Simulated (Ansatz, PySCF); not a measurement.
System: SiHCl$_{2}$, charge 0, doublet. SiHCl2 (SMILES Cl[SiH]Cl, doublet).
B3LYP-D3(BJ)/def2-TZVP minimum from Ansatz (an electronic-structure program):
```xyz
4

Cl    -0.0444    -1.6964     0.3495
Si    -0.5203     0.0665    -0.6084
Cl     0.4756     1.6440     0.2700
H     -0.0476    -0.0405    -2.0131
```
Charge 0, spin multiplicity 2.

Atomisation energy term by term, kcal/mol (programs: Ansatz). UHF or UKS for unpaired electrons; spin-orbit terms are left out. Correlated methods leave the cores frozen. Rows without X2C or -DK are non-relativistic. CBS(X,Y): correlation extrapolated as X^-3, Hartree-Fock from the larger set (Q,5: extrapolated as (X+1)exp(-9√X)). A bracket is a step between two methods taken in the basis named. 'core' is core correlation in cc-pwCVTZ (1s frozen past Ne), 'X2C' scalar relativity in cc-pVTZ-DK, both at CCSD(T). Where a partner has so few electrons that a lower coupled-cluster level is exact, that level stands in.

```json
[
 {"term": "Hartree-Fock", "basis": "CBS(cc-pV(Q+d)Z,cc-pV(5+d)Z)", "kcal/mol": "196.12"},
 {"term": "CCSD correlation", "basis": "CBS(cc-pV(Q+d)Z,cc-pV(5+d)Z)", "kcal/mol": "58.85"},
 {"term": "(T)", "basis": "CBS(cc-pV(Q+d)Z,cc-pV(5+d)Z)", "kcal/mol": "6.22"},
 {"term": "CCSDT(Q) - CCSD(T)", "basis": "cc-pV(D+d)Z", "kcal/mol": "0.36"},
 {"term": "core correlation", "basis": "cc-pwCVTZ", "kcal/mol": "-0.01"},
 {"term": "scalar relativity", "basis": "X2C, cc-pVTZ-DK", "kcal/mol": "-0.96"},
 {"term": "minus zero-point energy", "basis": "Hessian by PySCF at B3LYP-D3(BJ)/def2-TZVP", "kcal/mol": "-6.86"},
 {"term": "sum: D0", "basis": "", "kcal/mol": "253.7"}
]
```
